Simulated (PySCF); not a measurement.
C4H3N2, SMILES [c]1cncnc1, multiplicity 2. Geometry optimised at PBE-D3(BJ)/def2-SVP. The isomer is the one that the SMILES or the coordinates give; other isomers of the formula were not compared.

Question: Give the equilibrium geometry at PBE-D3(BJ)/def2-SVP (PySCF confirms it by a frequency run) as a Z-matrix, and its point group. (An estimate is asked for; the answer gives what the named calculation found.)

Answer: point group C2v.
```
C
N 1 1.3408
N 1 1.3408 2 127.78
C 2 1.3529 1 116.37 3 0.00
C 3 1.3529 1 116.37 2 0.00
C 4 1.3874 2 119.02 1 0.00
H 4 1.1043 2 117.43 1 -180.00
H 5 1.1043 3 117.43 1 -180.00
H 1 1.1060 2 116.11 4 180.00
```
Charge 0, spin multiplicity 2.
